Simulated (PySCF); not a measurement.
Geometries of 2 isomers of C2H4OSSi, from PBE0-D3(BJ)/def2-SVP geometry optimisation, gas phase in PySCF. One conformer each, no zero-point energy, no frequencies.

Task: Which is lower in electronic energy at this level?
A.
```xyz
9
angstrom
Si    -1.155   -0.542    0.050
O     -0.025    0.465   -0.690
C      1.307    0.483   -0.442
C      1.961   -0.277    0.422
S      2.758   -1.164    1.435
H     -1.170   -0.300    1.523
H     -2.455   -0.175   -0.566
H     -0.818   -1.972   -0.215
H      1.873    1.211   -1.034
```
B.
```xyz
9
angstrom
C      2.213   -0.211   -0.406
C      1.062   -0.276   -0.015
Si    -0.679   -0.361    0.555
O     -1.633   -1.027   -0.623
S     -1.230    1.626    1.143
H      3.231   -0.153   -0.751
H     -0.846   -1.235    1.735
H     -1.646   -0.595   -1.482
H     -0.416    2.220    0.242
```

Result: B. That is `C#C[Si@H](O)S`, 34.6 kcal/mol below the other.

```
       SMILES             atoms numbered as above      E (Eh)  relative (kcal/mol)  relative (kJ/mol)  dipole (D)
C#C[Si@H](O)S  [CH:1]#[C:2][Si@H:3]([OH:4])[SH:5]  -840.77336                  0.0                0.0        2.66
 [SiH3]OC=C=S     [SiH3:1][O:2][CH:3]=[C:4]=[S:5]  -840.71815                 34.6              145.0        0.61
```

As drawn, the lower has a C≡C bond, an O–H bond and an S–H bond, which the higher lacks; the higher has cumulated double bonds, a C=S bond and a C=C bond outside aromatic rings, which the lower lacks.
